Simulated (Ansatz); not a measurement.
Species, as SMILES: Cl[Si] (Si-Cl), doublet.
Atoms: Si1, Cl2. Bonds: Si1-Cl2.

Basis-set convergence of the optimised Si1-Cl2 bond length at MP2 with Ansatz (a first-principles code). The reference of a correlated method is not its basis-set limit, which lies further on. Cartesian d functions, on some or all atoms, in 6-31G*, 6-311G**; all else is spherical. Cores are frozen. Open shells are unrestricted. No added dispersion term, no relativity. Reference: the value in aug-cc-pV(Q+d)Z, 2.0641 Å, itself unsure by roughly 0.0015 Å (its mean distance from cc-pV(5+d)Z, def2-QZVPP, cc-pV(Q+d)Z).

```json
[
 {"basis": "def2-SVP", "functions": "36", "optimised Si1-Cl2 bond length (Å)": "2.0765"},
 {"basis": "6-31G*", "functions": "38", "optimised Si1-Cl2 bond length (Å)": "2.0739"},
 {"basis": "cc-pV(D+d)Z", "functions": "46", "optimised Si1-Cl2 bond length (Å)": "2.0844"},
 {"basis": "6-311G**", "functions": "54", "optimised Si1-Cl2 bond length (Å)": "2.0737"},
 {"basis": "pcseg-2", "functions": "68", "optimised Si1-Cl2 bond length (Å)": "___"},
 {"basis": "def2-TZVP", "functions": "74", "optimised Si1-Cl2 bond length (Å)": "___"},
 {"basis": "cc-pV(T+d)Z", "functions": "78", "optimised Si1-Cl2 bond length (Å)": "2.0698"},
 {"basis": "def2-TZVPP", "functions": "84", "optimised Si1-Cl2 bond length (Å)": "2.0667"},
 {"basis": "jun-cc-pV(T+d)Z", "functions": "96", "optimised Si1-Cl2 bond length (Å)": "___"},
 {"basis": "aug-cc-pV(T+d)Z", "functions": "110", "optimised Si1-Cl2 bond length (Å)": "2.0732"},
 {"basis": "cc-pCVTZ", "functions": "118", "optimised Si1-Cl2 bond length (Å)": "___"},
 {"basis": "cc-pV(Q+d)Z", "functions": "128", "optimised Si1-Cl2 bond length (Å)": "2.0634"},
 {"basis": "def2-QZVPP", "functions": "140", "optimised Si1-Cl2 bond length (Å)": "2.0632"}
]
```

### Question
Fill in the missing entries.

### Answer

- pcseg-2, optimised Si1-Cl2 bond length (Å): 2.0559
- def2-TZVP, optimised Si1-Cl2 bond length (Å): 2.0687
- jun-cc-pV(T+d)Z, optimised Si1-Cl2 bond length (Å): 2.0713
- cc-pCVTZ, optimised Si1-Cl2 bond length (Å): 2.0701
